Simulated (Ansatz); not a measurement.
BH3 (SMILES B) at its CCSD(T)/cc-pVQZ minimum, average atomic masses, point group D3h.
(charge 0, multiplicity 1):
```tsv
atom	x (Å)	y (Å)	z (Å)
B	0.0000	0.0000	0.0000
H	-0.1273	1.1830	-0.0014
H	-0.9608	-0.7018	-0.0150
H	1.0881	-0.4813	0.0164
```

Cores are frozen in the correlated methods.

Programs: Ansatz (a first-principles code). 

Harmonic frequencies (cm⁻¹): 1160 1221 1221 2568 2703 2703.

Question: Work out the rotational constants, the zero-point energy, and the ideal-gas entropy and heat capacity at 298.15 K and 1 bar (rigid rotor, harmonic oscillator).

Answer: 
Principal moments 2.141, 2.141, 4.281 u Å² give 16.8576/I = 7.875, 7.875, 3.937 cm⁻¹. Zero point: Σω/2 = 5788 cm⁻¹ = 16.55 kcal/mol. Translation R(1.5 ln M + 2.5 ln T − 1.1517) with M = 13.834 u: 141.62 J/(mol K). Rotation with σ = 6: q = 56.4, S = R(ln q + 3/2) = 46.00. Vibration, summed over R(u/(eᵘ − 1) − ln(1 − e⁻ᵘ)) with u = 1.43878ω/T: 0.52, of which the lowest mode gives 0.20. S° = 188.1 J/(mol K); C_p = 4R + 2.59 = 35.84 J/(mol K).
